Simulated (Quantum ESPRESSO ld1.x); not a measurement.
Input file for ld1.x (Quantum ESPRESSO 7.5):

```
 &input
    atom='Sc',
    iswitch=1,
    rel=1,
    lsd=1,
    dft='PW',
    config='[Ne] 3s1 3p0 4s0',
    verbosity='high',
    prefix='ld1',
    max_out_wfc=37,
    file_charge='ld1.rho',
 /
```

It prints (banner and zero overlaps left out):

```
     Program LD1 v.7.5 starts

     --------------------------- All-electron run ----------------------------

     scalar relativistic calculation

     atomic number is 21.00
     dft =PW   lsd =1 sic =0 latt =0  beta=0.20 tr2=1.0E-14
     Exchange-correlation= PW
                           (   1   4   0   0   0   0   0)
     mesh =1957 r(mesh) =  99.83088 a.u. xmin = -8.00 dx = 0.00800
     1 Ry =  13.60569312 eV, c = 137.03599908

     n l     nl                  e(Ry)          e(Ha)          e(eV)
     1 0     1S 1( 1.00)    -340.316261506    -170.158130753  -4630.2386188
     2 0     2S 1( 1.00)     -51.570259443     -25.785129721   -701.6491242
     2 1     2P 1( 3.00)     -45.489198069     -22.744599034   -618.9120693
     3 0     3S 1( 1.00)     -17.657957655      -8.828978828   -240.2487530
     3 1     3P 1( 0.00)     -15.933932713      -7.966966357   -216.7921987
     4 0     4S 1( 0.00)      -8.695214797      -4.347607398   -118.3044242
     1 0     1S 2( 1.00)    -340.266330245    -170.133165123  -4629.5592694
     2 0     2S 2( 1.00)     -51.509868031     -25.754934015   -700.8274572
     2 1     2P 2( 3.00)     -45.432435075     -22.716217538   -618.1397695
     3 0     3S 2( 0.00)     -17.251103321      -8.625551661   -234.7132178
     3 1     3P 2( 0.00)     -15.539199351      -7.769599675   -211.4215777
     4 0     4S 2( 0.00)      -8.563903095      -4.281951548   -116.5178375

     final scf error:  2.0E-15 reached in  14 iterations

     Etot =   -1449.465115 Ry,    -724.732558 Ha,  -19720.977549 eV
     Total magnetization:    1.00 Bohr mag.

     Ekin =    1460.726720 Ry,     730.363360 Ha,   19874.199489 eV
     Encl =   -3244.038024 Ry,   -1622.019012 Ha,  -44137.385831 eV
     Eh   =     395.372682 Ry,     197.686341 Ha,    5379.319380 eV
     Exc  =     -61.526493 Ry,     -30.763247 Ha,    -837.110588 eV
```

Run on one thread of a shared host, so times are rough (Intel(R) Xeon(R) Processor @ 2.60GHz): 0.63 s of CPU time, 0.68 s wall, 14 iterations on 1957 mesh points.
